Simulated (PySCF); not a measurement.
Bonds (- single, = double, # triple, : aromatic): N1=C2, C2-C3, C3=C4, C4-C5, C5=C6, C6-C7, C7=C8, C8-C9, C9=C10, C10-C3. N1 carries H11; C2 carries H12; C4 carries H13; C5 carries H14; C6 carries H15; C7 carries H16; C8 carries H17; C9 carries H18; C10 carries H19. Stereochemistry as in [H]\N=C/C1=C/C=C\C=C/C=C\1.

Calculated, not measured (PySCF 2.14): GFN2-xTB geometry, shieldings: GIAO PBE0/pcSseg-1. Relativity neglected, no solvent model, one conformer.

References, each an isolated molecule treated in the same way: ¹³C (σref 186.93) against TMS.

Problem. Do the ¹³C shifts follow the atomic charges (in e)? Tabulate both.

Solution. 
| atoms | hybridisation | δ (ppm) | σ para (ppm) | Hirshfeld | IAO | Mulliken | ESP-fitted |
| --- | --- | --- | --- | --- | --- | --- | --- |
| C2 | sp2 | 172.4 | -233 | +0.04 | +0.04 | +0.14 | +0.35 |
| C4 | sp2 | 148.5 | -216 | -0.03 | -0.13 | -0.02 | -0.14 |
| C3 | sp2 | 147.2 | -221 | -0.01 | -0.04 | -0.25 | +0.01 |
| C9 | sp2 | 146.0 | -215 | -0.04 | -0.14 | -0.09 | -0.03 |
| C6 | sp2 | 142.1 | -210 | -0.04 | -0.14 | -0.10 | -0.13 |
| C8 | sp2 | 141.4 | -210 | -0.04 | -0.15 | -0.10 | -0.14 |
| C7 | sp2 | 140.6 | -209 | -0.04 | -0.15 | -0.11 | -0.15 |
| C5 | sp2 | 139.9 | -208 | -0.05 | -0.15 | -0.08 | -0.09 |
| C10 | sp2 | 137.7 | -205 | -0.05 | -0.16 | -0.08 | -0.28 |

Correlation coefficients of δ with charge over these carbons: Hirshfeld +0.95, IAO +0.91, Mulliken +0.72, ESP-fitted +0.94; with the paramagnetic shielding -0.95. With so few points these coefficients are fragile. Charge is one influence among several: hybridisation and low-lying excitations act through the paramagnetic term.

Shifts are as computed. Against solution values, carbons near 30 ppm lie about +3 ppm off and those near 130 ppm about +5 ppm. Of 1211 compounds with measured shifts, 218 miss one by over three times the rms of a fit or turn the order of signals round; such compounds aren't used in these exercises.
